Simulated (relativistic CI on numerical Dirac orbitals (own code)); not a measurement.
Ir2+: 5p photoemission

Computed with this model: Dirac-Coulomb-Breit CI, KLI orbitals optimised for each configuration, model QED, multiplet model of photoemission in the sudden approximation, unscaled Slater integrals; configurations [Xe] 4f14 5d7 → [Kr] 4d10 4f14 5s2 5p5 5d7; 300 K; Lorentzian 1.5 eV and Gaussian 0.6 eV FWHM. Energies are those of the free ion, without screening or charge transfer. The energies are binding energies and can lie tens of eV above those of solids. S is read from ⟨S²⟩ = S(S + 1).

Field parameters in Wybourne normalisation: D3d B²₀ = −7Dσ, B⁴₀ = −14Dq − 21Dτ, B⁴₃ = −14√(10/7) Dq; Oh B⁴₀ = 21Dq, B⁴₄ = √(5/14) B⁴₀. The field is a parameter set, without covalency.

free ion: ground-state S = 1.42, centroid 82.59 eV. Peaks (eV, height): 72.8 (100), 75.4 (87), 79.8 (31), 81.8 (40), 84.6 (37), 94.2 (55), 96.8 (56).

D3d, 10Dq = 17650, Dσ = -940, Dτ = 230 cm⁻¹: ground-state S = 0.89, centroid 82.74 eV. Peaks (eV, height): 75.0 (100), 79.4 (37), 81.8 (30), 94.4 (43), 97.2 (26).

D3d, 10Dq = 23500, Dσ = -890, Dτ = 380 cm⁻¹: ground-state S = 0.68, centroid 82.80 eV. Peaks (eV, height): 75.2 (100), 79.4 (36), 82.6 (25), 91.8 (38), 95.2 (32).

Oh, 10Dq = 28050 cm⁻¹: ground-state S = 0.64, centroid 82.82 eV. Peaks (eV, height): 75.2 (100), 79.6 (35), 83.0 (23), 91.8 (41), 95.6 (28).

Strongest unbroadened transitions for free ion:

| Energy (eV) | Relative strength |
| --- | --- |
| 72.85 | 100.0 |
| 74.55 | 9.0 |
| 74.68 | 16.7 |
| 75.49 | 62.7 |
| 77.65 | 10.8 |
| 78.28 | 6.0 |
| 79.71 | 6.4 |
| 81.66 | 14.6 |
| 82.21 | 9.4 |
| 82.96 | 11.4 |
| 84.76 | 28.3 |
| 87.43 | 6.0 |
| 92.48 | 7.0 |
| 92.61 | 6.9 |
| 93.40 | 14.5 |
| 93.67 | 12.0 |
| 94.35 | 32.9 |
| 96.77 | 54.7 |
